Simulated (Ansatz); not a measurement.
A structure relaxed at PBE0-D4/def2-TZVP, charge 0, multiplicity 1:

```xyz
10

O    -1.210    0.893    1.210
C    -0.023    0.594    0.530
Si    0.620   -1.184    0.523
Ge    0.063   -0.033   -1.400
H    -1.591    1.686    0.824
H     0.786    1.316    0.694
H    -0.370   -2.202    0.942
H     1.988   -1.448    1.032
H     1.020    0.745   -2.307
H    -1.282   -0.366   -2.048
```

(1) Give its formula and SMILES.

(2) Summarise the bond lengths by kind.

## Answers

(1) CH6GeOSi, `O[CH]1[SiH2][GeH2]1`.

(2) 1 × C–O 1.400 Å; 1 × H–O 0.961 Å; 1 × C–Si 1.890 Å; 1 × C–Ge 2.031 Å; 1 × C–H 1.097 Å; 1 × Ge–Si 2.310 Å; 2 × H–Si 1.481 to 1.483 Å; 2 × Ge–H 1.530 Å.

All numbers were calculated with Ansatz.
